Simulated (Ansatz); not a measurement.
Consider the cleavage of the Zn–B bond: `[BH2][Zn][NH2]` + NH₃ → `[NH2][Zn][NH2]` + BH₃.

Calculated with Ansatz (gas phase, PBE0-D4/def2-TZVP geometries, no zero-point term in ΔE). CBS: MP2 limit from def2 TZ/QZ plus the TZ coupled-cluster correction, frozen cores. This one scheme is used for every species. For Zn outer-core shells are correlated without core-valence functions, which leaves a few kJ/mol of doubt a bond. Scalar relativity is left out up to krypton. Each species was taken in one conformer, which may not be the lowest.

| species | CCSD(T)/CBS(def2) energy (Eh) |
| --- | --- |
| `[BH2][Zn][NH2]` | -1860.24610 |
| NH₃ | -56.50880 |
| `[NH2][Zn][NH2]` | -1890.21263 |
| BH₃ | -26.55200 |

Question: Work out ΔE.

Answer: ΔE = (-1890.21263) + (-26.55200) − (-1860.24610) − (-56.50880) = -0.00973 Eh = -0.26 eV.

Largest T1 diagnostic among the species: 0.016.

From PBE to PBE0 (25 % exact exchange), in def2-TZVPP and without D4, ΔE moves by −0.06 eV. Leaving LDA and LC-ωPBE aside and taking each functional with its dispersion term where it has one, the values, not all of them listed here, spread over 0.18 eV, from B2PLYP to PBE-D4. At CCSD(T), def2-SVP lies +0.12 eV from the extrapolated value and def2-TZVPP −0.00 eV.
